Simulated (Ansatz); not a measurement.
GaAs2⁻. Total charge -1; triplet. Geometry r2SCAN-D4/def2-TZVP, that of the neutral doublet; atoms count from 1.

```xyz
3

Ga   -1.175    0.832   -0.830
As    1.336    0.300    0.070
As   -0.161   -1.131    0.759
```

The highest occupied level of the charge -1 triplet lies above zero (up to 0.44 eV). By energy differences its removal costs 1.24 eV (vertical, to the charge 0 doublet, at PBE0-D4/def2-TZVPD); a positive level beside a positive removal energy at the same level points to self-interaction error. At PBE0-D4/def2-TZVPD a singlet of charge -1 lies 0.46 eV below the triplet at the same geometry. The structure comes from a short search, and lower isomers may exist.

Estimate the Mulliken populations from the PBE0/def2-TZVPD orbitals of Ansatz.


| atom | charge (e) | spin (α − β) |
| --- | --- | --- |
| Ga1 | -0.16 | 0.33 |
| As2 | -0.42 | 0.83 |
| As3 | -0.42 | 0.83 |
Mulliken values and Mayer orders depend strongly on the basis. With diffuse functions, as here, like atoms can get unlike values, and bond orders can come out too low or too high.

Where does the spin sit?

Summed by element: Ga 0.33, As 1.67, of 2 unpaired in all. Largest on single atoms: As3 0.83, As2 0.83, Ga1 0.33.

And the Mayer bond orders between bonded heavy atoms (over 0.3)?

Ga1–As2 0.90 (2.72 Å); Ga1–As3 0.90 (2.72 Å); As2–As3 1.77 (2.18 Å).
